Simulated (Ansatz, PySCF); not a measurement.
CH5BClNO, SMILES COB(N)Cl.

Geometry optimised at B3LYP-D3(BJ)/def2-SVP. The structure was generated by enumeration, and PubChem lists no compound with its InChIKey, so it may never have been made. Other conformers were not sampled.

Vertical ionisation energy (IE) and electron affinity (EA) in eV. Rows of orbital energies are one-electron estimates. Where ΔSCF, EOM or ADC give a negative EA the extra electron is unbound and the value depends on the basis.

```json
[
 {"level": "−ε(HOMO), −ε(LUMO), ωB97X/def2-TZVP (PySCF)", "IE": "10.57", "EA": "-2.60"},
 {"level": "−ε(HOMO), −ε(LUMO), PBE/def2-TZVP (PySCF)", "IE": "6.62", "EA": "0.15"},
 {"level": "ΔSCF, PBE0/def2-SVPD (Ansatz), final states of multiplicity 2 and 2", "IE": "10.35", "EA": "-1.07"},
 {"level": "ΔSCF, PBE/def2-SVPD (Ansatz), final states of multiplicity 2 and 2", "IE": "9.97", "EA": "-0.92"}
]
```

What vertical singlet–triplet gap does ΔSCF give with PBE0/def2-SVPD (Ansatz, an electronic-structure program) and with PBE/def2-SVPD (Ansatz)? (An estimate is asked for; the answer gives what the named calculation found.)

6.73 and 6.36 eV (triplet above singlet where positive).
